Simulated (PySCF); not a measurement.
Worked example: dipole moment from atomic charges

C2H3N3, SMILES c1nc[nH]n1. Atoms are numbered in the order given.

```xyz
8

C      0.0132     1.1146     0.0000
N      1.1501     0.3757     0.0000
C      0.6959    -0.8572     0.0000
N     -0.6515    -0.8410     0.0000
N     -1.1053     0.4143     0.0000
H      0.0062     2.2042     0.0000
H      1.2862    -1.7733     0.0000
H     -1.3001    -1.6188     0.0000
```
Charge 0, spin multiplicity 1.

Geometry: PBE0-D3(BJ)/def2-SVP.

Charges (e) from r2SCAN/def2-TZVP run with PySCF:

| atom | Mulliken | ESP fit |
|---|---|---|
| C1 | 0.092 | 0.505 |
| N2 | -0.350 | -0.579 |
| C3 | 0.084 | 0.178 |
| N4 | -0.083 | -0.007 |
| N5 | -0.263 | -0.531 |
| H6 | 0.128 | 0.045 |
| H7 | 0.145 | 0.108 |
| H8 | 0.246 | 0.282 |

The dipole moment of the full density is 2.89 D.

**Question.** What dipole moment does each set of point charges give, and which comes closer to that of the density?

**Answer.** 
μ = Σ q r, and 1 e Å = 4.8032 D.
Mulliken: Σ q r = (-0.131, -0.513, 0.000) e Å, |μ| = 2.54 D.
ESP fit: Σ q r = (-0.171, -0.570, 0.000) e Å, |μ| = 2.86 D.
ESP fit comes closer in size. Point charges leave out the atoms' own dipoles (lone pairs, polarised bonds); fits to the potential absorb them, partitions of the density don't.
